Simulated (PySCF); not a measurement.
C4H8OS, SMILES C[C@H]1O[C@H](C)S1. Coordinates come from a PBE-D3(BJ)/def2-SVP optimisation. The structure was generated by enumeration; whether it is a known compound was not checked.

Question: Give the equilibrium geometry at PBE-D3(BJ)/def2-SVP (PySCF confirms it by a frequency run) as a Z-matrix, and its point group. (The exact figures need the calculation; the answer reports its results.)

Answer: point group C2.
```
O
C 1 1.4309
H 2 1.1149 1 110.95
C 1 1.4309 2 99.57 3 114.45
H 4 1.1149 1 110.95 2 114.45
C 4 1.5118 5 110.97 1 -126.34
H 6 1.1072 4 110.63 5 -177.48
H 6 1.1089 7 108.90 4 -121.69
H 6 1.1105 7 109.00 8 -117.84
C 2 1.5118 3 110.97 1 -126.34
H 10 1.1072 2 110.63 3 -177.48
H 10 1.1089 11 108.90 2 -121.69
H 10 1.1105 11 109.00 12 -117.84
S 2 1.8672 3 110.98 1 103.58
```
Charge 0, spin multiplicity 1.
